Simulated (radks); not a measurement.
Question: All-electron atom: Sr31+ in 1s1 2s2 2p3 3p1 (not the ground configuration). All-electron calculation, Dirac Kohn-Sham, PBEsol, spin-unpolarised, spherical densities, point nucleus; open shells fill j = l - 1/2 first. Program: a radial shooting solver on a logarithmic mesh with Libxc functionals. Some entries of the table are withheld. Estimate them.

orbital  occ.  eigenvalue (eV)  <r> (bohr)
1s1/2       1        -18475.15     0.03875
2s1/2       2              (1)      0.1615
2p1/2       2        -3960.407      0.1358
2p3/2       1        -3876.841      0.1396
3s1/2       0              (2)      0.3824
3p1/2       1        -1640.958         (3)
3p3/2       0        -1618.835         (4)
3d3/2       0              (5)      0.3142
3d5/2       0              (6)      0.3160
4p1/2       0        -894.0818      0.6804
4p3/2       0        -885.1165      0.6876
4f5/2       0              (7)      0.5603
4f7/2       0              (8)      0.5615

Answer: 
(1) 2s1/2 eigenvalue (eV): -4067.846
(2) 3s1/2 eigenvalue (eV): -1680.467
(3) 3p1/2 <r> (bohr): 0.3604
(4) 3p3/2 <r> (bohr): 0.3658
(5) 3d3/2 eigenvalue (eV): -1561.742
(6) 3d5/2 eigenvalue (eV): -1555.791
(7) 4f5/2 eigenvalue (eV): -845.0678
(8) 4f7/2 eigenvalue (eV): -844.0386
